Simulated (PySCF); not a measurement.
Vertical excitations of a molecule C2H6F2Si from TDA-M06-2X/def2-SVPD (PySCF 2.14.0), as energy in eV (oscillator strength): 7.46 (0.001), 8.08 (0.018), 8.34 (0.003), 8.39 (0.013), 9.08 (0.233), 9.33 (0.006), 9.38 (0.120), 9.46 (0.032), 9.57 (0.022), 9.69 (0.041). Lowest triplet (TDA): 7.12 eV. Geometry: ωB97X-D3(BJ)/def2-SVP. Other conformers were not sampled.

Pick the molecule that these values belong to.
(A) C[C@@H](F)[SiH2]F
(B) C[Si](C)(F)F
(C) C[SiH2]C(F)F
(D) C[Si@H](F)CF

A, C[C@@H](F)[SiH2]F
